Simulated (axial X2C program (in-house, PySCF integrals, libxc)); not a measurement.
# Ionising SrF

Calculated with an axial X2C code built on PySCF integrals, spin-free (one-electron X2C) or two-component (2c: spin–orbit coupling with atomic mean-field Coulomb and Gaunt terms, which also bring small scalar terms), in Dyall basis sets with cores contracted in-house; open shells are unrestricted.

Basis sets: F dyall-av3z, Sr dyall-cv3z. Frozen shells (counts by l): SrF Sr 4s3p1d, F 1s, 9 electrons correlated; SrF⁺ Sr 4s3p1d, F 1s, 8 electrons correlated. Where the outer core of a metal is frozen, bonds come out longer and ionisation energies lower.

```csv
Hamiltonian,level,SrF state,Re (Å),ωe (cm⁻¹),De (eV)
spin-free,HF,"M_S = 1/2, Λ = 0",2.103,493.6,4.15
spin-free,PBE0,"M_S = 1/2, Λ = 0",2.064,506.6,5.56
spin-free,MP2,"M_S = 1/2, Λ = 0",2.127,471.5,5.96
2c,HF,Ω = 1/2,2.103,493.5,4.14
2c,PBE0,Ω = 1/2,2.064,506.6,5.56
2c,MP2,Ω = 1/2,2.127,471.5,5.95
```

Adiabatic ionisation energy (minimum to minimum, no zero-point term) and constants of SrF⁺:

```csv
Hamiltonian,level,SrF⁺ state,IE (eV),Re (Å),ωe (cm⁻¹),De (eV),fragments
spin-free,HF,"M_S = 0, Λ = 0",5.07,2.018,579.8,3.82,Sr+ + F
spin-free,PBE0,"M_S = 0, Λ = 0",5.40,1.986,593.1,5.78,Sr+ + F
spin-free,MP2,"M_S = 0, Λ = 0",5.10,2.042,555.0,6.12,Sr+ + F
2c,HF,Ω = 0,5.07,2.018,579.7,3.81,Sr+ + F
2c,PBE0,Ω = 0,5.40,1.986,593.1,5.78,Sr+ + F
2c,MP2,Ω = 0,5.09,2.042,555.0,6.11,Sr+ + F
```

Question: Add the zero-point terms to the ionisation energy at MP2, 2c, and say whether the electron removed was bonding.

Answer: IE0 = IE + (ωe⁺ − ωe)/2 = 5.09 + (0.005) = 5.10 eV. Re changes by -0.085 Å, so the bond shortens, as on loss of an antibonding or a polarising non-bonding electron.

Question: Close the cycle De(SrF⁺) + IE(SrF) = De(SrF) + IE(Sr) to find the atomic ionisation energy at MP2, 2c.

Answer: IE(Sr) = 6.11 + 5.09 − 5.95 = 5.25 eV, for the determinants used.

Each entry is the lowest single determinant of a limited PBE0 search at one distance. De goes to single-determinant-based atoms at the same level (for ions the charge split of lowest energy) and is withheld (n/a) where an atom does not fit its ground term or J level. Main or longest-lived isotopes. Some light 2c atoms are not at their ground J level, so De misses part of their lowering (0.04 eV or less). The functionals have no current term, which raises determinants with orbital currents.
